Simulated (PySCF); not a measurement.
Identify the unknown among the candidates.

All candidates are C8H10.

* 1H NMR: chemical shifts (computed TMS as zero) by class: 6.33 (1 H), 2.74 (1 H), 2.69 (1 H), 2.63 (1 H), 2.48 (1 H), 2.22 (1 H), 2.22 (1 H), 1.19 (3 H) ppm [GIAO PBE0/pcSseg-1]
* Rotational structure: rotational constants A, B, C: 5.419, 1.242, 1.053 GHz [GFN2-xTB]
* Triplet: lowest triplet excitation (Tamm–Dancoff): 3.35 eV [TDA PBE0/def2-SVPD]
* Polarisability: 93.4 au [PBE0/def2-SVPD]
* 13C NMR: chemical shifts (computed TMS as zero) by class: 149.6 (1 C), 130.5 (1 C), 89.3 (1 C), 85.1 (1 C), 49.1 (1 C), 46.5 (1 C), 37.3 (1 C), 23.0 (1 C) ppm [GIAO PBE0/pcSseg-1]
* UV, strongest line: among the 6 lowest singlet transitions: S2 at 5.54 eV (224 nm, f = 0.191) [TDDFT PBE0/def2-SVPD]
* Dipole: 1.00 D [PBE0/def2-SVPD]

Gas-phase values; electronic properties from PySCF, density fitting. Levels stand in brackets. One conformer (not necessarily the lowest) at the GFN2-xTB geometry, without solvent, vibrations or thermal averaging. NMR classes are plain means over equivalent atoms (diastereotopic ones count apart unless rotation or inversion swaps them), as if these changed places fast.

Question: Which candidate is it?
A. `C#CC1=CC[C@H](C)C1`
B. `Cc1cccc(C)c1`
C. `C#C[C@H](C#CC)CC`
D. `C#CC/C=C/C(=C)C`

Answer: A. It is `C#CC1=CC[C@H](C)C1`. Numbering: `[CH:1]#[C:2][C:3]1=[CH:4][CH2:5][C@H:6]([CH3:7])[CH2:8]1`. Its formula, C8H10, gives 4 degrees of unsaturation: 1 ring and 3 π bonds in the structure found. 8 carbons fall into 8 classes; from least to most shielded: alkene CH carbon [C4] (149.6 ppm), fully substituted alkene carbon [C3] (130.5 ppm), terminal alkyne carbon [C1] (89.3 ppm), alkyne carbon [C2] (85.1 ppm), allylic carbon [C8] (49.1 ppm), allylic carbon [C5] (46.5 ppm), sp3 CH carbon [C6] (37.3 ppm), methyl carbon [C7] (23.0 ppm). Hydrogen classes from least to most shielded: 1 H on an alkene CH carbon, C4 (6.33 ppm), 1 H on a terminal alkyne carbon, C1 (2.74 ppm), 1 H on an allylic carbon, C5 (2.69 ppm), 1 H on an allylic carbon, C8 (2.63 ppm), 1 H on an sp3 CH carbon, C6 (2.48 ppm), 1 H on an allylic carbon, C8 (2.22 ppm), 1 H on an allylic carbon, C5 (2.22 ppm), 3 H on a methyl carbon, C7 (1.19 ppm). The optimised geometry has point group C1 and is an asymmetric top.

The others, at the same levels:
- `C#CC/C=C/C(=C)C` fails: its computed 13C shifts are 149.6 (1 C), 142.0 (1 C), 133.0 (1 C), 124.1 (1 C), 86.4 (1 C), 76.1 (1 C), 27.0 (1 C), 21.3 (1 C) ppm, 1H shifts are 6.37 (1 H), 5.76 (1 H), 5.33 (1 H), 5.23 (1 H), 3.13 (2 H), 1.97 (3 H), 1.48 (1 H) ppm and smallest rotational constant is 0.794 GHz (against 1.053 GHz).
- `C#C[C@H](C#CC)CC` fails: its computed 13C shifts are 88.5 (1 C), 85.0 (1 C), 83.9 (1 C), 76.4 (1 C), 35.1 (1 C), 26.5 (1 C), 14.9 (1 C), 4.7 (1 C) ppm, 1H shifts are 3.00 (1 H), 1.99 (3 H), 1.75 (1 H), 1.68 (1 H), 1.58 (1 H), 1.14 (3 H) ppm and lowest triplet excitation (Tamm–Dancoff) is 5.36 eV (against 3.35 eV).
- `Cc1cccc(C)c1` fails: it has 5 carbon classes against 8; its computed 13C shifts are 143.4 (2 C), 134.5 (1 C), 134.1 (1 C), 131.2 (2 C), 24.2 (2 C) ppm, 1H shifts are 7.47 (1 H), 7.31 (1 H), 7.26 (2 H), 2.47 (6 H) ppm and lowest triplet excitation (Tamm–Dancoff) is 4.06 eV (against 3.35 eV).

Each candidate is one conformer, not necessarily the lowest. Dipoles, sizes and rotational constants follow the conformer. The torsions of the flexible species, by atom-mapped SMILES:
- `[CH:1]#[C:2][CH2:3]/[CH:4]=[CH:5]/[C:6](=[CH2:7])[CH3:8]`: C2–C3–C4–C5 -123°, C4–C5–C6–C7 180°
- `[CH:1]#[C:2][C@H:3]([C:4]#[C:5][CH3:6])[CH2:7][CH3:8]`: C2–C3–C7–C8 -63°

The conformers of `C#CC1=CC[C@H](C)C1` aren't listed.
